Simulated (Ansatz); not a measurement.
`CCC[CH](Cl)[InH2]`, relaxed with RKS PBE0-D4/def2-TZVP in Ansatz from a GFN2-xTB geometry. The force threshold is 0.005 eV/Å; the program also tests the step.

Total charge 0; spin multiplicity 1. In takes the def2 core potential.

Start:

```xyz
16

C     1.025    1.318   -0.647
C     0.645    0.067   -1.433
C     0.104   -1.052   -0.539
C    -1.154   -0.628    0.183
Cl   -1.742   -2.018    1.210
In   -0.883    0.297    2.157
H     0.133    1.846   -0.296
H     1.595    2.000   -1.275
H     1.635    1.049    0.219
H     1.531   -0.311   -1.949
H    -0.099    0.322   -2.191
H     0.869   -1.313    0.205
H    -0.083   -1.940   -1.154
H    -1.967   -0.413   -0.510
H     0.608   -0.047    2.920
H    -2.219    0.824    3.099
```

| step | energy (eV) | largest force (eV/Å) | largest move (Å) |
| --- | --- | --- | --- |
| 1 | -21999.7167 | 0.749 | 0.000 |
| 2 | -21999.8563 | 0.266 | 0.192 |
| 3 | -21999.8866 | 0.128 | 0.079 |
| 4 | -21999.8960 | 0.135 | 0.082 |
| 5 | -21999.9037 | 0.137 | 0.148 |
| 6 | -21999.9071 | 0.087 | 0.129 |
| 7 | -21999.9084 | 0.086 | 0.114 |
| 8 | -21999.9095 | 0.045 | 0.028 |
| 9 | -21999.9097 | 0.020 | 0.062 |
| 10 | -21999.9101 | 0.011 | 0.033 |
| 11 | -21999.9102 | 0.008 | 0.022 |
| 12 | -21999.9103 | 0.008 | 0.029 |
| 13 | -21999.9103 | 0.005 | 0.017 |
| 14 | -21999.9104 | 0.003 | 0.010 |

End:

```xyz
16

C     0.992    1.298   -0.529
C     0.573    0.101   -1.370
C     0.120   -1.119   -0.572
C    -1.095   -0.833    0.278
Cl   -1.684   -2.367    1.065
In   -0.834    0.341    2.091
H     0.134    1.787   -0.051
H     1.468    2.066   -1.142
H     1.706    1.009    0.249
H     1.417   -0.203   -1.996
H    -0.223    0.401   -2.061
H     0.943   -1.469    0.061
H    -0.102   -1.935   -1.271
H    -1.932   -0.501   -0.336
H     0.593    0.003    2.993
H    -2.076    1.423    2.591
```

Run time 20 s (2 threads of an AMD EPYC 7R13 on a shared host and a share of an NVIDIA H100 80 GB); peak host memory 0.96 GiB.
